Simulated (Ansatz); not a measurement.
Eight cases of atomisation energy with Al to Br (electronic energies, kcal/mol), geometries: B3LYP-D3(BJ)/def2-TZVP. Functionals by Ansatz (a program for electronic structure) in def2-TZVPD; columns hold the difference against the high level (Ansatz, AFQMC by cisd_afqmc): A = CCSD(T)/CBS(cc-pV(Q+d)Z,cc-pV(5+d)Z) + [CCSDT(Q) - CCSD(T)]/cc-pV(5+d)Z + [CCSDTQ - CCSDT(Q)]/cc-pV(D+d)Z + core + X2C; B = CCSD(T)/CBS(cc-pV(Q+d)Z,cc-pV(5+d)Z) + [FCI - CCSD(T)]/cc-pV(5+d)Z + core + X2C; C = CCSD(T)/CBS(cc-pV(T+d)Z,cc-pV(Q+d)Z) + [CCSDT(Q) - CCSD(T)]/cc-pV(D+d)Z + core + X2C; D = CCSD(T)/CBS(cc-pVQZ,cc-pV5Z) + [CCSDT(Q) - CCSD(T)]/cc-pVDZ; E = CCSD(T)/CBS(cc-pVQZ,cc-pV5Z) + [CCSDT(Q) - CCSD(T)]/cc-pVQZ + [CCSDTQ - CCSDT(Q)]/cc-pVDZ. The cases were drawn at random from those of this class that have a high level and all functionals, leaving out states under which another spin lies or may lie. Left out are anions, K, Ca, elements past Kr, ionisation of Li, Na and Mg, pi-pi* triplets of linear molecules and other triplets made from a closed-shell parent. Runs that doubt their state, and full CI more than 15 mEh from coupled cluster, are set aside; a case stays where another high level and all functionals remain. AFQMC serves as high level only in triple zeta or larger, with a steady walk, a bar under 0.8 kcal/mol and agreement with other high levels or trials where they ran; where none ran, an unstable determinant or (outside 3d species) a high T1 diagnostic also bars it, so strongly correlated cases are thinned. No case was kept or dropped by the size of a functional's miss. Each difference is the functional minus the high level; affinities count positive where energy is released, gaps as the second state minus the first. Open shells are spin-unrestricted; no spin-orbit coupling. Correlated methods leave the cores frozen (noble-gas shells, and filled d and f shells in the p block). Rows without X2C or -DK are non-relativistic. CBS(X,Y): correlation extrapolated as X^-3, Hartree-Fock from the larger set (Q,5: extrapolated as (X+1)exp(-9√X)). A bracket is a step between two methods taken in the basis named. Functionals run without relativity, which enters their misses. 'core' is core correlation in cc-pwCVTZ (1s frozen past Ne), 'X2C' scalar relativity in cc-pVTZ-DK, both at CCSD(T). Full CI freezes restricted core orbitals, also for open shells; the composite that ends in it estimates full CI at the basis-set limit. For partners of very few electrons the exact lower level stands in for a higher one. Spin-orbit terms, left out, reach several kcal/mol for Br and I, and more for heavier atoms. The T1 diagnostic of SSi ([Si]=S, singlet) reaches 0.025 in the sets run. The restricted determinant of HAl ([AlH], singlet) is unstable towards broken spin symmetry in at least one set run. The UHF reference of CSi ([C]=[Si], triplet) is spin-contaminated (<S^2> up to 0.53 over the pure value in the sets run).

```tsv
case	level	value	PBE	r2SCAN	wB97M-V
AlH (SMILES [AlH])	B	73.4	-4.0	-3.7	1.6
CSi (SMILES [C]=[Si], triplet)	A	103.0	8.0	1.5	-2.2
GaF (SMILES [Ga][F])	E	143.2	2.4	-1.9	-1.9
CH2BrF (SMILES FCBr)	D	389.2	12.4	2.1	-0.8
Br2 (molecular bromine, SMILES BrBr)	E	52.4	5.3	0.9	-3.3
C3H7Cl (SMILES CC(C)Cl)	C	991.5	9.1	-2.4	-1.3
BBrF (SMILES [B](F)Br, doublet)	D	233.2	14.5	11.2	0.1
SiS (SMILES [Si]=S)	A	147.8	1.7	-2.2	1.3
```

Over these rows, PBE: mean +6.2, mean absolute 7.2, median absolute 6.7, largest +14.5; r2SCAN: mean +0.7, mean absolute 3.2, median absolute 2.2, largest +11.2; wB97M-V: mean -0.8, mean absolute 1.6, median absolute 1.4, largest -3.3 kcal/mol. PBE lies above in 7 and below in 1 of the eight.
